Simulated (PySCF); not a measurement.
## Converging HgF⁺ in the basis (PBE0)

PySCF, UKS reference; singlet, unpaired electrons none; De to Hg⁺ + F without counterpoise correction.

```tsv
basis	relativity	functions	Re (Å)	ωe (cm⁻¹)	De (eV)	μ (D)
def2-SVP	scalar-relativistic core potentials	46	1.929	593	1.51	-3.74
cc-pVDZ-PP/cc-pVDZ	scalar-relativistic core potentials	52	1.926	594	1.59	-3.84
def2-SVPD	scalar-relativistic core potentials	58	1.933	585	1.52	-3.91
```

(1) How does each smaller set differ from the one with most functions, def2-SVPD?

A positive dipole points towards F; it is taken about the centre of mass and depends on that origin. Spin–orbit coupling is left out, which matters for elements this heavy, above all for dissociation energies. For an ion De counts to the pair picked by the measured ionisation energies or electron affinities, which need not be the lowest pair at this level.

Results:

(1) def2-SVP: -0.4 pm, +1.4 % in ωe, -0.01 eV in De; cc-pVDZ-PP/cc-pVDZ: -0.7 pm, +1.5 % in ωe, +0.07 eV in De. All at PBE0; the set with most functions is neither the basis-set limit nor always the best.
